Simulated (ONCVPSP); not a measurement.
**Reading a pseudo-wave (oxygen (O))**

Columns: radius, all-electron u(r) and pseudo u(r) of the 2s shell (level -23.91 eV) of oxygen in the configuration [He] 2s2 2p4; PBE, non-relativistic, ONCV scheme, ONCVPSP 4.0.1.

```json
{"r (bohr)": "0.085", "all-electron": "-0.4123", "pseudo": "0.0848"}
{"r (bohr)": "0.170", "all-electron": "-0.3266", "pseudo": "0.1752"}
{"r (bohr)": "0.255", "all-electron": "-0.0716", "pseudo": "0.2814"}
{"r (bohr)": "0.340", "all-electron": "0.2094", "pseudo": "0.4043"}
{"r (bohr)": "0.425", "all-electron": "0.4576", "pseudo": "0.5336"}
{"r (bohr)": "0.510", "all-electron": "0.6541", "pseudo": "0.6620"}
{"r (bohr)": "0.595", "all-electron": "0.7965", "pseudo": "0.7844"}
{"r (bohr)": "0.680", "all-electron": "0.8899", "pseudo": "0.8834"}
{"r (bohr)": "0.765", "all-electron": "0.9421", "pseudo": "0.9413"}
{"r (bohr)": "0.850", "all-electron": "0.9618", "pseudo": "0.9618"}
{"r (bohr)": "0.935", "all-electron": "0.9567", "pseudo": "0.9567"}
{"r (bohr)": "1.020", "all-electron": "0.9337", "pseudo": "0.9337"}
{"r (bohr)": "1.105", "all-electron": "0.8979", "pseudo": "0.8979"}
{"r (bohr)": "1.190", "all-electron": "0.8538", "pseudo": "0.8538"}
{"r (bohr)": "1.275", "all-electron": "0.8047", "pseudo": "0.8047"}
{"r (bohr)": "1.360", "all-electron": "0.7529", "pseudo": "0.7529"}
{"r (bohr)": "1.445", "all-electron": "0.7003", "pseudo": "0.7003"}
{"r (bohr)": "1.530", "all-electron": "0.6482", "pseudo": "0.6482"}
{"r (bohr)": "1.615", "all-electron": "0.5976", "pseudo": "0.5976"}
{"r (bohr)": "1.700", "all-electron": "0.5491", "pseudo": "0.5491"}
{"r (bohr)": "1.785", "all-electron": "0.5031", "pseudo": "0.5031"}
{"r (bohr)": "1.870", "all-electron": "0.4598", "pseudo": "0.4598"}
{"r (bohr)": "1.955", "all-electron": "0.4193", "pseudo": "0.4193"}
{"r (bohr)": "2.040", "all-electron": "0.3817", "pseudo": "0.3817"}
{"r (bohr)": "2.125", "all-electron": "0.3470", "pseudo": "0.3470"}
{"r (bohr)": "2.210", "all-electron": "0.3149", "pseudo": "0.3149"}
```

**Question.** How many radial nodes do the two functions have?

**Answer.** The all-electron 2s function has n − l − 1 = 1; the pseudo-wave has 0, since the states of the same l below it are removed with the core.

**Question.** At about which radius was the pseudo-wave matched?

**Answer.** 0.85 bohr, where the columns begin to agree (steps of 0.09 bohr).

**Question.** Where does each function peak?

**Answer.** Outermost all-electron maximum near 0.85 bohr, pseudo maximum near 0.85 bohr (to the table’s step).

**Question.** Is the pseudo-wave norm-conserving?

**Answer.** Yes: the ONCV scheme keeps the norm inside the radius equal to the all-electron one, which fixes the energy derivative of the logarithmic derivative at the level.
